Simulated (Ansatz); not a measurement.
Consider the ligand exchange at the Si–N bond: `F[SiH2]N[SiH2]F` + `BN` → `BN[SiH2]F` + `N[SiH2]F`.

Gas-phase electronic energies from Ansatz, PBE0-D4/def2-TZVP geometries. CBS: MP2 limit from def2 TZ/QZ plus the TZ coupled-cluster correction, frozen cores. This one scheme is used for every species. Functionals use def2-TZVPP. B3LYP here is the variant with VWN-RPA as its local correlation; programs differ in this. Each species was taken in one conformer, which may not be the lowest.

`F[SiH2]N[SiH2]F`:

Cartesian coordinates in Å:
```
F 0.491 -2.163 -1.329
Si 0.864 -1.285 -0.046
N 0.449 0.366 -0.248
Si -0.985 1.172 0.232
F -2.066 1.235 -0.943
H 0.085 -1.815 1.092
H 2.328 -1.409 0.123
H 1.094 0.914 -0.800
H -0.671 2.576 0.575
H -1.588 0.408 1.344
```

`BN`:

```xyz
6

B    -0.205    0.299   -0.579
N     0.211   -0.307    0.595
H    -0.802    1.334   -0.517
H     0.043   -0.229   -1.624
H     0.716   -1.177    0.618
H     0.037    0.080    1.507
```

`BN[SiH2]F`:

```xyz
9

B     1.073   -1.121   -0.071
N     0.125   -0.234   -0.605
Si   -0.781    0.927    0.296
F    -2.259    0.392    0.580
H     1.302   -1.078    1.103
H     1.635   -1.894   -0.791
H    -0.051   -0.293   -1.599
H    -0.936    2.163   -0.505
H    -0.110    1.139    1.592
```

`N[SiH2]F`:

Cartesian coordinates in Å:
```
N -0.973 -0.380 0.078
Si 0.597 0.259 0.068
F 1.319 0.238 -1.365
H -1.762 0.142 -0.266
H -1.146 -1.371 0.065
H 1.442 -0.570 0.957
H 0.523 1.682 0.463
```

```json
{"level": "PBE0-D4", "ΔE (kJ/mol)": "18.5", "difference from CCSD(T)/CBS": "1.9"}
{"level": "B3LYP-D4", "ΔE (kJ/mol)": "18.4", "difference from CCSD(T)/CBS": "1.8"}
{"level": "ωB97X-V", "ΔE (kJ/mol)": "16.9", "difference from CCSD(T)/CBS": "0.3"}
{"level": "PBE", "ΔE (kJ/mol)": "18.1", "difference from CCSD(T)/CBS": "1.5"}
{"level": "r2SCAN", "ΔE (kJ/mol)": "17.9", "difference from CCSD(T)/CBS": "1.3"}
{"level": "PBE0", "ΔE (kJ/mol)": "17.2", "difference from CCSD(T)/CBS": "0.6"}
{"level": "B3LYP", "ΔE (kJ/mol)": "16.3", "difference from CCSD(T)/CBS": "-0.3"}
{"level": "MP2/def2-TZVPP", "ΔE (kJ/mol)": "17.0", "difference from CCSD(T)/CBS": "0.4"}
{"level": "SCS-MP2/def2-TZVPP", "ΔE (kJ/mol)": "16.5", "difference from CCSD(T)/CBS": "-0.1"}
{"level": "CCSD/def2-TZVPP", "ΔE (kJ/mol)": "16.8", "difference from CCSD(T)/CBS": "0.2"}
{"level": "CCSD(T)/def2-TZVPP", "ΔE (kJ/mol)": "17.5", "difference from CCSD(T)/CBS": "0.9"}
{"level": "HF/def2-QZVPP", "ΔE (kJ/mol)": "13.2", "difference from CCSD(T)/CBS": "-3.4"}
{"level": "MP2/def2-QZVPP", "ΔE (kJ/mol)": "16.5", "difference from CCSD(T)/CBS": "-0.1"}
{"level": "SCS-MP2/def2-QZVPP", "ΔE (kJ/mol)": "16.0", "difference from CCSD(T)/CBS": "-0.6"}
{"level": "HF/CBS(def2)", "ΔE (kJ/mol)": "13.2", "difference from CCSD(T)/CBS": "-3.4"}
{"level": "MP2/CBS(def2)", "ΔE (kJ/mol)": "16.1", "difference from CCSD(T)/CBS": "-0.5"}
{"level": "CCSD(T)/CBS", "ΔE (kJ/mol)": "16.6", "difference from CCSD(T)/CBS": "0"}
```

Largest T1 diagnostic among the species: 0.012.

In def2-TZVPP, CCSD(T) changes the Hartree–Fock value by +4.3 kJ/mol (the triples alone add +0.7 kJ/mol) and MP2 by +3.8 kJ/mol.

CCSD(T)/CBS has its own doubt, a few kJ/mol and more with outer-core shells, so smaller differences from it don't rank the levels.
